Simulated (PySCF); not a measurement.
C3H5FO.

```xyz
10

C     -0.5295    -1.8042     0.0000
C     -0.0399    -0.5611     0.0000
F      1.2806    -0.3261     0.0000
O     -0.7728     0.5548     0.0000
C     -0.1039     1.8101     0.0000
H     -1.6078    -1.9552     0.0000
H      0.1556    -2.6500     0.0000
H     -0.8971     2.5671     0.0000
H      0.5233     1.9333     0.8972
H      0.5233     1.9333    -0.8972
```

Geometry: r2SCAN-D4/def2-SVP. A frequency run showed that this geometry is not a minimum. Other conformers were not sampled.

Method: KT2/pcSseg-1 in PySCF. Non-relativistic, no solvent.

Computed absolute GIAO shielding of each atom: isotropic value and principal components (ppm):
```json
[
 {"atom": "C1", "σ(iso)": "128.9", "σ11": "69.6", "σ22": "154.8", "σ33": "162.3", "span": "92.6"},
 {"atom": "C2", "σ(iso)": "19.5", "σ11": "-67.9", "σ22": "54.8", "σ33": "71.6", "span": "139.5"},
 {"atom": "F3", "σ(iso)": "250.7", "σ11": "180.4", "σ22": "277.6", "σ33": "294.2", "span": "113.8"},
 {"atom": "O4", "σ(iso)": "219.9", "σ11": "146.0", "σ22": "222.6", "σ33": "291.1", "span": "145.1"},
 {"atom": "C5", "σ(iso)": "129.4", "σ11": "101.1", "σ22": "108.4", "σ33": "178.7", "span": "77.6"},
 {"atom": "H6", "σ(iso)": "27.9", "σ11": "25.1", "σ22": "26.9", "σ33": "31.7", "span": "6.6"},
 {"atom": "H7", "σ(iso)": "27.8", "σ11": "25.2", "σ22": "26.3", "σ33": "31.9", "span": "6.7"},
 {"atom": "H8", "σ(iso)": "27.6", "σ11": "24.2", "σ22": "25.8", "σ33": "32.9", "span": "8.7"},
 {"atom": "H9", "σ(iso)": "27.5", "σ11": "24.1", "σ22": "25.3", "σ33": "33.1", "span": "9.0"},
 {"atom": "H10", "σ(iso)": "27.5", "σ11": "24.1", "σ22": "25.3", "σ33": "33.1", "span": "9.0"}
]
```
